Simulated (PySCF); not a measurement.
Ge(I)(OMe) (CH3GeIO), SMILES C[O][Ge][I] (connectivity only; charge and spin as stated), neutral, multiplicity 1. Atoms are numbered in the order given.

```xyz
7

Ge     0.9435    -1.0800     0.0000
I     -0.1606     1.3148     0.0000
O     -0.4655    -2.1557     0.0000
C     -1.8679    -1.9959     0.0000
H     -2.1629    -0.9329     0.0000
H     -2.2910    -2.4847     0.8935
H     -2.2910    -2.4847    -0.8935
```
Charge 0, spin multiplicity 1.

Geometry: B3LYP-D3(BJ)/def2-SVP. The structure was generated by enumeration; whether it is a known compound was not checked. The def2 effective core potentials stand for the cores of I; spin–orbit coupling is left out. One conformer was computed; it need not be the lowest.

Level of theory: M06-2X/def2-TZVP (PySCF).

Atomic charges (e):

```json
[
 {"atom": "Ge1", "Löwdin": "0.25", "Mulliken": "[?]"},
 {"atom": "I2", "Löwdin": "-0.10", "Mulliken": "[?]"},
 {"atom": "O3", "Löwdin": "-0.08", "Mulliken": "[?]"},
 {"atom": "C4", "Löwdin": "-0.39", "Mulliken": "-0.20"},
 {"atom": "H5", "Löwdin": "0.10", "Mulliken": "0.14"},
 {"atom": "H6", "Löwdin": "0.11", "Mulliken": "0.14"},
 {"atom": "H7", "Löwdin": "0.11", "Mulliken": "0.14"}
]
```

Task: Some entries are withheld; supply them. (The exact figures need the calculation; the answer reports its results.)

Result: 
- Ge1, Mulliken: 0.56
- I2, Mulliken: -0.34
- O3, Mulliken: -0.43
